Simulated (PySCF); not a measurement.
Method: PySCF energies plus ideal-gas RRHO corrections (1 bar). 'Table' is the NASA 1993 thermochemical table (part measured, part estimated). All species are closed-shell singlets. The harmonic model lacks anharmonicity and excited electronic states, which grow with temperature; levels with a mode under 35 cm⁻¹ are left out. The table's entry may be an old estimate for Li2Cl2 (not checked at source).

Harmonic frequencies at PBE0/def2-TZVP (cm⁻¹): 184, 212, 386, 449, 471, 535. Point group D2h; S°(298 K) = 290.7 J/mol/K at this level.

Question: Work out Cp and S° of gaseous Li2Cl2 at 500, 800, 1200, 1600, 2000 K from these, and set them beside the table.

Answer: 
| T (K) | Cp PBE0/def2-TZVP | Cp table | S° PBE0/def2-TZVP | S° table |
|---|---|---|---|---|
| 500 | 78.2 | 78.9 | 329.5 | 328.0 |
| 800 | 81.1 | 81.4 | 367.1 | 365.8 |
| 1200 | 82.2 | 82.3 | 400.2 | 399.0 |
| 1600 | 82.6 | 82.7 | 423.9 | 422.7 |
| 2000 | 82.8 | 82.9 | 442.4 | 441.2 |
Units J/mol/K.
